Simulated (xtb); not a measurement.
C2H6Ga, SMILES [CH3][Ga+][CH3], charge +1. All values are semi-empirical tight-binding results from xtb (GFN2-xTB unless named), good for trends rather than for accurate numbers. Geometry optimised at GFN2-xTB. The spin state was assumed, not searched. The isomer is the one that the SMILES or the coordinates give; other isomers of the formula were not compared.

Optimised geometry:

```xyz
9

Ga     0.0000     0.0000     0.0000
C      0.0000     0.0000    -2.0580
H      0.9063     0.5050    -2.4088
H     -0.8905     0.5323    -2.4088
H     -0.0158    -1.0373    -2.4088
C      0.0000     0.0000     2.0580
H      0.9063    -0.5050     2.4088
H     -0.8905    -0.5323     2.4088
H     -0.0158     1.0373     2.4088
```
Charge +1, spin multiplicity 1.

A frequency run showed that this geometry is not a minimum.

For metal compounds this method's bond lengths and energies can be far off.

Task: Estimate the properties. (Estimate from the structure and the level; the computed values follow.)

Result: 
```yaml
point_group_as_xtb_finds_it: D3d
orbital_gap: 3.30 eV
```

Computed atomic charges and the Wiberg bond orders between heavy atoms:
charges (e) Ga1 0.39, C2 -0.17, H3 0.16, H4 0.16, H5 0.16, C6 -0.17, H7 0.16, H8 0.16, H9 0.16. Bond orders Ga1–C2 0.95, Ga1–C6 0.95, C2–C6 0.33.
